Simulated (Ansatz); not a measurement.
## Two structures, one formula

The two ends of one reaction step of SnSiH8S, closed shell (PBE0-D4/def2-TZVP).

A:

```xyz
11
angstrom
Sn -1.2422 -0.6717 -0.8238
S 1.8707 1.5482 -0.9218
H -0.3304 -1.2000 -2.1661
H -2.6593 -1.6299 -0.7467
H -1.7354 0.9386 -1.1158
H 1.9556 2.0541 0.3182
Si 0.1005 -0.8442 1.3506
H 0.9313 2.4371 -1.2798
H 1.4896 -1.2931 1.0731
H 0.1518 0.4783 2.0296
H -0.5324 -1.8174 2.2823
```

B:

```
11
angstrom
Sn -0.8069 0.2283 -1.9216
S 0.9786 1.5022 -0.9279
H -0.0501 -1.1618 -2.5426
H -1.9540 -0.1589 -0.7219
H -1.5304 1.1512 -3.1602
H 0.5547 -1.5456 0.6632
Si 0.6447 -0.7950 1.9424
H 0.1615 2.4606 -0.4609
H 1.9750 -0.1531 2.0650
H -0.4312 0.2256 1.9996
H 0.4581 -1.7534 3.0649
```

Program: Ansatz 0.2.0. Basis: def2-TZVPP. Cores are frozen in the correlated methods. Filled d shells of the heavier atoms are correlated. Core potentials replace the inner electrons of the atoms past krypton. The def2 sets are not built for correlating such inner shells, so the correlated values are less sure here. B3LYP uses VWN-RPA correlation.

Problem. Which structure is lower at CCSD(T), and by how much? (Judge from chemistry; the value comes from the calculation.)

Solution. By the calculation: B, by 7.25 kcal/mol (electronic energy, against the other). By their contacts, A is a complex of SnSiH₆ ([SiH3][SnH3]) + H₂S and B is a complex of SnH₄S ([SH][SnH3]) + SiH₄.

All methods give the same order:

| method | E(B) − E(A) (kcal/mol) |
| --- | --- |
| SPW92 | -4.17 |
| PBE-D4 | -5.57 |
| BLYP-D4 | -7.43 |
| r2SCAN-D4 | -7.05 |
| B97M-V | -7.77 |
| PBE0-D4 | -6.07 |
| B3LYP-D4 | -7.59 |
| r2SCAN0-D4 | -7.05 |
| BHLYP-D4 | -8.32 |
| CAM-B3LYP-D4 | -7.67 |
| wB97X-V | -7.45 |
| wB97M-V | -7.46 |
| B2PLYP | -8.02 |
| PBE-QIDH | -7.15 |
| RPA on PBE | -7.55 |
| HF | -10.58 |
| MP2 | -8.16 |
| CCSD | -7.31 |
| CCSD(T) | -7.25 |

No T1 diagnostic of these runs exceeds 0.013.

Labels in which every atom is bracketed show which atoms are joined, not bond orders.

For scale, one of the runs: CCSD(T)/def2-TZVPP, 246 basis functions, launched by `ansatz run in.yaml --threads 4 --pin off --events-out ev --progress --plain --max-ram 9574MiB`. Time: 3.3 min of wall clock on 4 CPU threads of an Intel Xeon; the host was shared. Peak host memory: 5 GiB.
